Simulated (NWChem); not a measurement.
Si$_{2}$N$_{2}$H$_{6}$O; SMILES N[Si@H]1N[SiH2]O1

```xyz
11

N     -0.1079    -2.1776     0.5920
Si    -0.1218    -0.8070    -0.4213
N     -1.1871     0.4812     0.0831
Si     0.1517     1.5961     0.1444
O      1.1568     0.3145    -0.3007
H      0.1848    -3.0829     0.2452
H     -0.0295    -2.1077     1.5998
H     -0.2398    -1.3414    -1.8038
H     -2.1831     0.5403     0.2401
H      0.4764     2.1688     1.4854
H      0.1419     2.7069    -0.8524
```
Atoms are numbered in this order, from 1.

Level: PBE0/def2-SVP (NWChem), optimised geometry, unscaled harmonic frequencies. 

### Question
List the harmonic frequencies with IR intensities, and the thermochemistry.

### Answer
| frequency (cm⁻¹) | IR intensity (km/mol) |
|---|---|
| 141 | 5.1 |
| 189 | 3.1 |
| 297 | 64.6 |
| 353 | 62.0 |
| 380 | 115.1 |
| 425 | 85.8 |
| 524 | 3.1 |
| 604 | 4.3 |
| 673 | 3.1 |
| 701 | 44.1 |
| 710 | 38.4 |
| 758 | 30.8 |
| 790 | 54.5 |
| 843 | 72.4 |
| 882 | 132.3 |
| 916 | 21.8 |
| 964 | 298.8 |
| 981 | 313.8 |
| 1031 | 42.1 |
| 1039 | 386.1 |
| 1534 | 73.4 |
| 2228 | 194.2 |
| 2240 | 171.8 |
| 2270 | 140.0 |
| 3622 | 42.5 |
| 3710 | 51.0 |
| 3728 | 42.8 |

| Quantity | Result |
|---|---|
| zero-point energy | 46.5 kcal/mol |
| thermal correction to the enthalpy at 298.15 K (with zero-point energy) | 51.3 kcal/mol |
| heat capacity Cv | 25.2 cal/(mol K) |
| entropy at 298.15 K and 1 atm (symmetry number 1) | 79.2 cal/(mol K) |
| dipole moment | 2.31 D |

Rigid rotor and harmonic oscillator.
